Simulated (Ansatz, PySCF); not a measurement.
sulfuric acid (H2O4S), SMILES O=S(O)(=O)O. Atoms are numbered in the order given.

```xyz
7

O     -0.6940    -1.0463     0.8623
S      0.0000     0.0000    -0.1678
O      1.0918    -0.6696    -0.8360
O     -1.0918     0.6696    -0.8360
O      0.6940     1.0463     0.8623
H     -0.0232    -1.6981     1.1318
H      0.0232     1.6981     1.1318
```
Charge 0, spin multiplicity 1.

Geometry: B3LYP-D3(BJ)/def2-SVP. One conformer was computed; it need not be the lowest.

Vertical ionisation energy (IE) and electron affinity (EA) in eV. Rows of orbital energies are one-electron estimates. Where ΔSCF, EOM or ADC give a negative EA the extra electron is unbound and the value depends on the basis.

```tsv
level	IE	EA
−ε(HOMO), −ε(LUMO), B3LYP/def2-TZVP (PySCF)	9.43	0.53
−ε(HOMO), −ε(LUMO), PBE/def2-TZVP (PySCF)	7.98	1.09
ΔSCF, PBE0/def2-SVPD (Ansatz), final states of multiplicity 2 and 2	12.27	-0.59
ΔSCF, PBE/def2-SVPD (Ansatz), final states of multiplicity 2 and 2	11.67	-0.41
```

Problem. What vertical singlet–triplet gap does ΔSCF give with PBE0/def2-SVPD (Ansatz, a quantum-chemistry and plane-wave program) and with PBE/def2-SVPD (Ansatz)? (Estimate from the structure and the level; the computed values follow.)

Solution. 7.58 and 6.68 eV (triplet above singlet where positive).
